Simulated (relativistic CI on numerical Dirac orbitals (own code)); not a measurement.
# Hyperfine structure of Nb36+, mass number 93

Method of calculation: Dirac-Coulomb-Breit CI, KLI orbitals optimised for each configuration, QED by a radiative potential, unscaled Slater integrals (own radial code, finite nucleus).

Configuration list (outside the closed core 1s2): 2s2 2p, 2s 2p2, 2p3, 2p2 3s, 2p2 3p, 2p2 3d, 2s2 3s, 2s2 3p, 2s2 3d, 2s 2p 3s, 2s 2p 3p, 2s 2p 3d, 2s2 4s, 2s2 4p, 2s2 4d, 2s2 4f. Levels of other configurations are missing.

Nuclear spin I = 9/2, μ = 6.163 μN, Q = -0.32 b (tables of Stone and Pyykkö). The electronic factors are computed for point nuclear moments, without core polarisation or the Bohr-Weisskopf and QED corrections.

| Level | E (cm⁻¹) | A (GHz) | B (GHz) |
| --- | --- | --- | --- |
| 2s2 2p 2P°_1/2 | 0 | 1031 |  |
| 2s 2p2 4P_1/2 | 860692 | 2822 |  |
| 2s2 2p 2P°_3/2 | 867646 | 179.9 | -77.3 |
| 2s 2p2 4P_3/2 | 1485129 | 840.5 | -61.8 |
| 2s 2p2 4P_5/2 | 1667639 | 935.7 | -15 |
| 2s 2p2 2D_3/2 | 1979021 | -17.98 | -66.7 |
| 2s 2p2 2P_1/2 | 2028275 | -575.3 |  |
| 2s 2p2 2D_5/2 | 2512711 | 818.5 | -62.3 |

Levels with J = 0, under 50 % of one LS term, or S terms without an open s electron are left out. Small factors come from cancelling terms and can be off by tens of per cent or more.

At this charge energies of transitions that change n are usually good to better than 1 %, and those within a shell (Δn = 0) to a few per cent.

Q: Give the hyperfine levels of 2s2 2p 2P°_1/2 relative to its centre of gravity.

A: With K = F(F + 1) − I(I + 1) − J(J + 1), E = AK/2: F = 4: -2836, F = 5: 2321 GHz.

LS names give the leading component of a level, which can be under half, so a name can repeat, a term be missing and a line seem to break the LS rules.
